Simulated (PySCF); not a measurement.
Si(GeH3)2(OMe)2, SMILES O(C)[Si](OC)([GeH3])[GeH3] (C₂H₁₂Ge₂O₂Si), GFN2-xTB optimised geometry.

```
19

C      0.93     0.76     3.65
O     -0.05     0.07     2.94
Si     0.29    -0.97     1.73
Ge     1.49    -2.80     2.50
Ge     1.30     0.26     0.00
O     -1.10    -1.64     1.26
C     -2.13    -0.98     0.58
H      0.43     1.37     4.41
H      1.50     1.41     2.98
H      1.62     0.06     4.14
H      2.89    -2.87     1.94
H      1.75    -2.79     3.98
H      0.95    -4.17     2.25
H      0.98     1.73     0.00
H      0.97    -0.15    -1.40
H      2.80     0.26     0.00
H     -2.80    -1.73     0.18
H     -2.67    -0.33     1.27
H     -1.72    -0.37    -0.24
```

Density from CAM-B3LYP/def2-SVP (PySCF) at that geometry.

Minimum of the electron density along straight lines between bonded atoms, close to the bond critical point (lines longer than 1.1 times the sum of covalent radii, or with two minima, are not listed):

```csv
bond,length / Å,ρ at the minimum / e bohr⁻³,∇²ρ there / e bohr⁻⁵,position (fraction from the first atom)
C1–O2,1.395,0.259,-0.30,0.34
O2–Si3,1.628,0.130,1.07,0.59
Si3–Ge4,2.321,0.098,-0.06,0.35
Si3–Ge5,2.352,0.094,-0.06,0.35
Si3–O6,1.613,0.134,1.15,0.41
O6–C7,1.396,0.258,-0.29,0.66
C1–H8,1.089,0.284,-1.11,0.64
C1–H9,1.095,0.280,-1.06,0.64
C1–H10,1.095,0.281,-1.07,0.64
Ge4–H11,1.503,0.139,0.09,0.59
Ge4–H12,1.503,0.138,0.08,0.59
Ge4–H13,1.494,0.141,0.08,0.59
Ge5–H14,1.507,0.138,0.08,0.59
Ge5–H15,1.501,0.139,0.08,0.59
Ge5–H16,1.502,0.139,0.08,0.59
C7–H17,1.090,0.284,-1.11,0.64
C7–H18,1.091,0.284,-1.10,0.64
C7–H19,1.095,0.280,-1.06,0.63
```
